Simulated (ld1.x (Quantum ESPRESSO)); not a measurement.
**u(r) = r·R(r): atom against pseudo-atom (boron)**

Columns: radius, all-electron u(r) and pseudo u(r) of the 2p shell (level -8.09 eV) of boron in the configuration [He] 2s2 2p0.5; PBE, non-relativistic, ultrasoft scheme, ld1.x (Quantum ESPRESSO) 7.5.

```json
{"r (bohr)": "0.120", "all-electron": "0.0416", "pseudo": "0.0099"}
{"r (bohr)": "0.240", "all-electron": "0.1282", "pseudo": "0.0391"}
{"r (bohr)": "0.360", "all-electron": "0.2266", "pseudo": "0.0855"}
{"r (bohr)": "0.480", "all-electron": "0.3218", "pseudo": "0.1459"}
{"r (bohr)": "0.600", "all-electron": "0.4069", "pseudo": "0.2163"}
{"r (bohr)": "0.720", "all-electron": "0.4791", "pseudo": "0.2923"}
{"r (bohr)": "0.840", "all-electron": "0.5386", "pseudo": "0.3690"}
{"r (bohr)": "0.960", "all-electron": "0.5870", "pseudo": "0.4421"}
{"r (bohr)": "1.080", "all-electron": "0.6238", "pseudo": "0.5078"}
{"r (bohr)": "1.200", "all-electron": "0.6495", "pseudo": "0.5628"}
{"r (bohr)": "1.320", "all-electron": "0.6652", "pseudo": "0.6054"}
{"r (bohr)": "1.440", "all-electron": "0.6721", "pseudo": "0.6347"}
{"r (bohr)": "1.560", "all-electron": "0.6713", "pseudo": "0.6508"}
{"r (bohr)": "1.680", "all-electron": "0.6643", "pseudo": "0.6551"}
{"r (bohr)": "1.800", "all-electron": "0.6520", "pseudo": "0.6493"}
{"r (bohr)": "1.920", "all-electron": "0.6356", "pseudo": "0.6357"}
{"r (bohr)": "2.040", "all-electron": "0.6160", "pseudo": "0.6167"}
{"r (bohr)": "2.160", "all-electron": "0.5940", "pseudo": "0.5944"}
{"r (bohr)": "2.280", "all-electron": "0.5703", "pseudo": "0.5704"}
{"r (bohr)": "2.400", "all-electron": "0.5455", "pseudo": "0.5455"}
{"r (bohr)": "2.520", "all-electron": "0.5200", "pseudo": "0.5200"}
{"r (bohr)": "2.640", "all-electron": "0.4943", "pseudo": "0.4943"}
{"r (bohr)": "2.760", "all-electron": "0.4687", "pseudo": "0.4687"}
{"r (bohr)": "2.880", "all-electron": "0.4435", "pseudo": "0.4435"}
{"r (bohr)": "3.000", "all-electron": "0.4188", "pseudo": "0.4188"}
{"r (bohr)": "3.120", "all-electron": "0.3949", "pseudo": "0.3949"}
```

Q: How many radial nodes do the two functions have?

A: The all-electron 2p function has n − l − 1 = 0; the pseudo-wave has 0.

Q: At about which radius was the pseudo-wave matched?

A: 2.40 bohr. The columns agree to 0.0005 from 2.16 bohr on; several derivatives are matched, so the curves merge somewhat inside the radius.

Q: Is the pseudo-wave norm-conserving?

A: No, it belongs to an ultrasoft set: the norm inside the radius is not constrained, and the difference is carried by the augmentation charge.
